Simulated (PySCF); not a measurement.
Cartesian coordinates in Å; atom numbers follow the order of the lines, from 1:
```xyz
20

B     2.5884   -0.9025    0.3414
P     1.3763    0.1888   -0.6566
C     0.4074   -0.1960   -2.1034
C    -0.3549   -0.0985   -1.0247
C    -1.6870   -0.2170   -0.4765
C    -1.8956   -0.0383    0.8985
C    -3.1744   -0.1542    1.4343
C    -4.2541   -0.4469    0.6018
C    -4.0544   -0.6265   -0.7690
C    -2.7790   -0.5141   -1.3085
H     2.1822   -2.0437    0.2018
H     2.4820   -0.4494    1.4737
H     3.6754   -0.6690   -0.1678
H     1.5815    1.5985   -0.6313
H     0.4023   -0.4344   -3.1666
H    -1.0402    0.1842    1.5409
H    -3.3302   -0.0174    2.5066
H    -5.2584   -0.5377    1.0224
H    -4.9014   -0.8573   -1.4189
H    -2.6164   -0.6551   -2.3795
```

[PySCF 2.14.0 with density-fitted response routines: PBE0-D3(BJ)/def2-SVP structure; HF/pcSseg-1 with gauge-including orbitals; no solvent; averaged over atoms made equivalent by symmetry, fast rotation or ring inversion; one conformer; no relativistic terms]

Task: Predict the 2D correlation tables (HSQC, COSY, HMBC).

Result: 

HSQC (one-bond C–H):
```
            δH              δC
    8.33 (H15)      119.3 (C3)
8.09 (H16/H20)  140.9 (C6/C10)
    7.78 (H18)      141.1 (C8)
7.72 (H17/H19)   135.3 (C7/C9)
```

COSY cross peaks (H two or three bonds apart, from the bond graph; peaks can be absent where the dihedral angle is near 90°):
```
            δH                  δH
    8.33 (H15)          4.06 (H14)
8.09 (H16/H20)      7.72 (H17/H19)
    7.78 (H18)      7.72 (H17/H19)
    4.06 (H14)  1.07 (H11/H12/H13)
```

HMBC (two and three bonds, from the bond graph):
```
                δH                                                                 δC
        8.33 (H15)                                             145.0 (C4), 130.7 (C5)
    8.09 (H16/H20)  145.0 (C4), 141.1 (C8), 140.9 (C6/C10), 135.3 (C7/C9), 130.7 (C5)
        7.78 (H18)                                      140.9 (C6/C10), 135.3 (C7/C9)
    7.72 (H17/H19)              141.1 (C8), 140.9 (C6/C10), 135.3 (C7/C9), 130.7 (C5)
        4.06 (H14)                                 145.0 (C4), 130.7 (C5), 119.3 (C3)
1.07 (H11/H12/H13)                                             145.0 (C4), 119.3 (C3)
```

Referencing at the same level of theory: TMS for 1H, 13C.

Hydrogens on boron are broadened and split by 11B (spin 3/2, 80 %) and 10B (spin 3). Shifts are as computed. Against solution values, carbons near 30 ppm lie about -0 ppm off and those near 130 ppm about +7 ppm. Of 1313 compounds with measured shifts, 239 miss one by over three times the rms of a fit or turn the order of signals round; such compounds aren't used in these exercises.
